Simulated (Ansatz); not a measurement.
C2H6F2Si, SMILES `C[SiH2]C(F)F`. The species carries charge 0 and has multiplicity 1.

| atom | x (Å) | y (Å) | z (Å) |
| --- | --- | --- | --- |
| C1 | 1.547 | 0.418 | -0.080 |
| Si2 | -0.218 | 0.313 | -0.672 |
| C3 | -1.273 | -0.583 | 0.659 |
| F4 | -0.753 | -1.826 | 0.907 |
| F5 | -2.555 | -0.760 | 0.223 |
| H6 | 2.177 | 0.903 | -0.828 |
| H7 | 1.946 | -0.582 | 0.105 |
| H8 | 1.619 | 0.993 | 0.846 |
| H9 | -0.817 | 1.661 | -0.860 |
| H10 | -0.343 | -0.472 | -1.925 |
| H11 | -1.331 | -0.065 | 1.625 |

(1) Give the diagnostics of a CCSD(T)/def2-TZVPP run (frozen core, the Gaussian-basis code of Ansatz). (An estimate is asked.)

## Answers

(1) Computed: T1 = 0.0117, largest single amplitude 0.012, largest double 0.020, (T) share of the correlation energy 3.2 %, 9 CCSD cycles. The RHF solution is stable towards an unrestricted one. T1 lies under the customary mark of 0.02 for closed shells.
